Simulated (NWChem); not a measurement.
A series in which one site is exchanged, each optimised at PBE0/def2-SVP with NWChem, gas phase unless a solvent is named. All stand in one matching conformer (torsions within 35°), which need not be the lowest. Low-valent species are run as closed-shell singlets; no triplet was tried in these runs. Some are not confirmed as minima by frequencies. def2 effective core potentials on Sn, Pb; no spin-orbit coupling.

A: [SH][Ge][Cl] (GeHSCl; site = Ge)
B: [SH][Sn][Cl] (SnHSCl; site = Sn)
C: [SH][Pb][Cl] (PbHSCl; site = Pb)
D: S[Si]Cl (SiHSCl; site = Si)

Question: Rank them by lowest singlet excitation, PBE/def2-SVPD, TDA (eV), lowest first.

Answer: C (3.23), B (3.36), A (3.58), D (3.65)
